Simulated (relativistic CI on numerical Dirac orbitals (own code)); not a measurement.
# V⁵⁺ in a cubic cluster: 2p photoemission with charge transfer

Computed with a charge-transfer multiplet model of a cubic metal-ligand cluster with up to 2 ligand holes, Slater and spin-orbit integrals from Dirac-Coulomb-Breit ions, Slater integrals scaled by 0.9. The ground state mixes d0 with configurations of k ligand holes L, whose averages lie at kΔ + k(k − 1)U_dd/2; a core hole lowers each added d electron by U_cd. 300 K, Lorentzian 0.6 eV and Gaussian 0.8 eV FWHM.

Atomic integrals in eV (Slater integrals scaled, ζ unscaled), ground: F2dd 9.064, F4dd 5.680, zeta_d 0.024; with the core hole: F2dd 9.064, F4dd 5.680, zeta_d 0.047, zeta_core 4.606, F2cd 6.737, G1cd 5.189, G3cd 2.951. Where a configuration has fewer than two d electrons, the dd integrals are those of d2.

Cluster parameters (eV): Δ = -1.4, U_dd = 5, 10Dq = 0.7, 10Dq(ligand) = 0.2, V(eg) = 1.7, V(t2g) = -0.92, final-state hopping factor = 0.8.

```
         Case   n_d    d0   d1L  d2L2     S
U_cd = 3.8 eV  1.00  0.20  0.59  0.21  0.00
  U_cd = 5 eV  1.00  0.20  0.59  0.21  0.00
U_cd = 5.6 eV  1.00  0.20  0.59  0.21  0.00
```

Weights, n_d and S are thermal averages at 300 K. Binding energies count from the first peak over 30 % of the highest in each spectrum, which can be another peak from case to case. The parameters are a model scan and need not match a compound or its usual spin state. Peaks in eV (height, largest 100):
- U_cd = 3.8 eV: 0.0 (100), 7.6 (53), 11.6 (7)
- U_cd = 5 eV: 0.0 (100), 4.4 (12), 7.8 (58), 11.5 (9), 15.4 (7)
- U_cd = 5.6 eV: 0.0 (100), 4.0 (13), 5.7 (14), 7.8 (62), 11.4 (11), 15.4 (11)

A d0 ion has no d-d gap: its lowest excitations are ligand-to-metal charge transfer. With the core hole the configuration with one ligand hole lies at Δ − U_cd = -5.2, -6.4, -7.0 eV from the one without, in the order of the table; where this is negative the screened configuration lies lower.

With at most 2 ligand holes the space is cut while the next configuration still counts, so covalency is underestimated, and a final configuration with one more ligand hole, which can lie low, is missing from the spectra.
